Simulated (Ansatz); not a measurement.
Basis-set extrapolation for `C[SiH2]C(O)(F)F` (PBE0-D4/def2-TZVP geometry, frozen core, the Gaussian-basis code of Ansatz). Multiplicity 1, RHF reference.

|  | def2-TZVPP | def2-QZVPP |
| --- | --- | --- |
| HF | -642.082078 | -642.106627 |
| MP2 correlation | -1.198814 | -1.298706 |
| CCSD(T) correlation | -1.278843 | not run |

Energies in hartree. Use E(X) = E(∞) + A·exp(−7.88·√X) for Hartree–Fock and E(X) = E(∞) + B·X^(−2.97) for correlation, with X = 3 and 4, and add CCSD(T) minus MP2 of the smaller set to the MP2 limit.

Q: What is the CCSD(T) energy at the basis-set limit?

A: HF limit: -642.106627 + (-0.024549) × 0.13774 = -642.11001. MP2 limit: -1.298706 + (-0.099892) × 0.74074 = -1.37270. Higher-order term: -1.278843 − (-1.198814) = -0.08003. Total: -643.56274 hartree, 529.9 kJ/mol below CCSD(T)/def2-TZVPP.
